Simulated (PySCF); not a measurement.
Radial density of Ti (titanium, neutral)

revPBE, [Ar] 3d3 4s1, high-spin 5F determinant (an excited configuration). Computed with PySCF 2.14 in ANO-RCC-VTZP (6s5p3d2f1g, 59 functions), with scalar relativity by spin-free X2C-1e.

```
r (bohr)  4πr²ρ (e/bohr)  4πr²(ρα − ρβ)
 0.00124          0.1783         0.0001
 0.00209          0.4558         0.0001
 0.00351           1.141         0.0003
 0.00591           2.755         0.0008
 0.00994           6.249         0.0019
  0.0167           12.69         0.0037
  0.0281           21.29         0.0055
  0.0473           26.16         0.0040
  0.0795           21.78        -0.0030
   0.134           20.69         0.0033
   0.225           28.03         0.0748
   0.379           15.80         0.3585
   0.637           8.400         1.1175
    1.07           9.322         1.5276
    1.80           2.650         1.1325
    3.03          0.7575         0.7175
    5.10          0.1824         0.1824
    8.57        0.006092         0.0061
    14.4       1.199e-05         0.0000
```

Densities and radii are taken from the X2C orbitals without a picture-change correction, which distorts them close to the nucleus.

(1) Where is the radial spin density 4πr²(ρα − ρβ) most negative, and why is it negative at all?

Results:

(1) Around r = 0.0795 bohr, down to -0.0030 e/bohr: exchange with the open shell polarises the paired shells in an unrestricted calculation.
